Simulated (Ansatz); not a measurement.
Basis-set series for Cl₂FH₂Si₂, SMILES `F[Si]([SiH2])(Cl)Cl` radical. The species carries charge 0 and has multiplicity 2. All single points use the PBE0-D4/def2-TZVP geometry.

| functional | basis | functions | energy (Eh) | HOMO (eV) | LUMO (eV) |
| --- | --- | --- | --- | --- | --- |
| PBE0-D4 | def2-SVP | 96 | -1599.36276 | -6.90 | -3.28 |
| PBE0-D4 | def2-TZVPP | 227 | -1600.01963 | -6.91 | -3.29 |
| ωB97M-V | def2-SVP | 96 | -1599.88549 | -8.60 | -1.57 |
| ωB97M-V | def2-TZVPP | 227 | -1600.54052 | -8.63 | -1.65 |

Problem. Give the rows for def2-QZVPP. (Estimate.)

Solution. Computed: 
```csv
functional,basis,functions,energy (Eh),HOMO (eV),LUMO (eV)
PBE0-D4,def2-QZVPP,397,-1600.07159,-6.92,-3.31
ωB97M-V,def2-QZVPP,397,-1600.58966,-8.66,-1.71
```

HOMO and LUMO are taken over both spins.
